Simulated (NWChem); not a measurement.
# MgH2; SMILES [MgH2]

```xyz
3

Mg     0.0000     0.0000     0.0000
H      0.0000     0.0000    -1.7125
H      0.0000     0.0000     1.7125
```
Atoms are numbered in this order, from 1.

Level: B3LYP/6-31G* (spherical d) (NWChem), optimised geometry, unscaled harmonic frequencies. B3LYP is NWChem's, with the RPA form of VWN correlation.

List the harmonic frequencies with IR intensities, and the thermochemistry.


```csv
frequency (cm⁻¹),IR intensity (km/mol)
455,432.7
455,432.7
1597,0.0
1632,351.8
```

| Item | Result |
|---|---|
| zero-point energy | 5.9 kcal/mol |
| thermal correction to the enthalpy at 298.15 K (with zero-point energy) | 8.3 kcal/mol |
| heat capacity Cv | 7.8 cal/(mol K) |
| entropy at 298.15 K and 1 atm (symmetry number 2) | 46.4 cal/(mol K) |
| dipole moment | 0.00 D |

Rigid rotor and harmonic oscillator.
